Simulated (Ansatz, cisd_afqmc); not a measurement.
Species: Al, charge 0, doublet.

Total energies in cc-pV(Q+d)Z, 3 correlated electrons, 5 frozen orbitals. UHF or UKS for unpaired electrons; spin-orbit terms are left out. Correlated methods leave the cores frozen. No relativity. The Monte Carlo rows (phaseless AFQMC, CISD trial, step 0.005/hartree) carry one-sigma bars that omit the constraint's bias. Outlying blocks are dropped, and bars are widened where a walk drifts. Over all cases where full CI ran beside it in this data, AFQMC minus full CI had a median of +0.1 mEh and passed +0.4 mEh in a tenth of the cases. Full CI freezes restricted core orbitals and the other rows unrestricted ones, which leaves a small offset even where coupled cluster is exact.

```
method         program         energy (Eh)  error against FCI (mEh)
----------  ----------  ------------------  -----------------------
HF              Ansatz          -241.88044                    53.76
MP2             Ansatz          -241.91840                    15.80
CCSD            Ansatz          -241.93247                     1.73
CCSD(T)         Ansatz          -241.93374                     0.45
CCSDT           Ansatz          -241.93420                    -0.01
AFQMC/CISD  cisd_afqmc  -241.9340 ± 0.0001                0.2 ± 0.1
FCI             Ansatz          -241.93420                     0.00
```

Ansatz is a program for electronic structure.
